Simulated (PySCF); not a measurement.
Spin-rotation constants: [C₇H₁₀B]+, charge +1

Geometry:
| atom | x (Å) | y (Å) | z (Å) |
| --- | --- | --- | --- |
| B1 | -2.990 | -0.458 | 0.621 |
| C2 | -2.128 | 0.798 | 0.757 |
| C3 | -0.992 | 1.206 | 0.152 |
| C4 | -0.356 | 0.421 | -0.865 |
| C5 | 0.760 | 0.903 | -1.681 |
| C6 | 1.228 | 0.039 | -0.574 |
| C7 | 1.903 | -0.612 | 0.215 |
| C8 | 2.649 | -1.370 | 1.152 |
| H9 | -2.814 | -1.360 | 1.339 |
| H10 | -3.845 | -0.496 | -0.172 |
| H11 | -2.555 | 1.489 | 1.481 |
| H12 | -0.530 | 2.153 | 0.401 |
| H13 | -0.885 | -0.473 | -1.181 |
| H14 | 1.057 | 1.941 | -1.588 |
| H15 | 0.912 | 0.482 | -2.667 |
| H16 | 2.687 | -2.422 | 0.871 |
| H17 | 2.221 | -1.261 | 2.151 |
| H18 | 3.668 | -0.974 | 1.195 |

Total charge +1.

Theory: GIAO PBE0/pcSseg-1 magnetisability, rotational g tensor and spin-rotation constants, non-relativistic, gas phase (PySCF). Geometry: GFN2-xTB.

The bonding changed while the geometry was optimised; results refer to the coordinates, not to the name. For an ion the centre-of-mass motion in the field is neglected.

Question: Give the nuclear spin-rotation constants along the inertial axes (H = +C I·J) beside the isotropic shieldings.

Answer: Rotational constants 3.0960, 1.1799, 0.9532 GHz. A star marks the isotopologue with that one atom substituted, in its own axes.
| atom | isotope | Caa (kHz) | Cbb (kHz) | Ccc (kHz) | mean (kHz) | σ (ppm) |
| --- | --- | --- | --- | --- | --- | --- |
| B1 | 11B | 0.948 | 0.514 | 0.349 | 0.604 | 11.6 |
| H9 | 1H | -0.265 | 0.097 | -0.092 | -0.087 | 23.1 |
| H10 | 1H | -0.001 | -0.081 | -0.028 | -0.037 | 23.0 |
| H11 | 1H | -0.144 | -0.142 | 0.042 | -0.081 | 22.9 |
| H12 | 1H | -0.349 | -0.121 | 0.049 | -0.140 | 25.4 |
| H13 | 1H | -0.324 | -0.126 | 0.024 | -0.142 | 25.9 |
| H14 | 1H | -0.367 | -0.080 | -0.025 | -0.157 | 27.5 |
| H15 | 1H | -0.340 | -0.082 | -0.033 | -0.152 | 27.5 |
| H16 | 1H | -0.319 | -0.118 | -0.016 | -0.151 | 28.2 |
| H17 | 1H | -0.294 | -0.051 | -0.084 | -0.143 | 28.3 |
| H18 | 1H | -0.074 | -0.129 | -0.088 | -0.097 | 28.2 |
| C2 | 13C* | 1.250 | 0.338 | 0.492 | 0.693 | -6.0 |
| C3 | 13C* | 0.860 | 0.266 | 0.412 | 0.513 | 54.3 |
| C4 | 13C* | 0.851 | 0.307 | 0.287 | 0.482 | 74.8 |
| C5 | 13C* | 0.448 | 0.254 | 0.170 | 0.290 | 139.9 |
| C6 | 13C* | 0.703 | 0.191 | 0.180 | 0.358 | 131.9 |
| C7 | 13C* | 1.102 | 0.419 | 0.567 | 0.696 | -28.3 |
| C8 | 13C* | 0.377 | 0.137 | 0.146 | 0.220 | 171.9 |

For the geometry as given, no vibrational averaging.

Question: How do the rotational constants and the g tensor change when H9, H10, H11, H12, H13, H14, H15, H16, H17, H18 are replaced by deuterium?

Answer: Constants 2.4613, 1.0077, 0.8156 GHz; g -0.0024, 0.0029, 0.0029, against -0.0030, 0.0034, 0.0033 before.
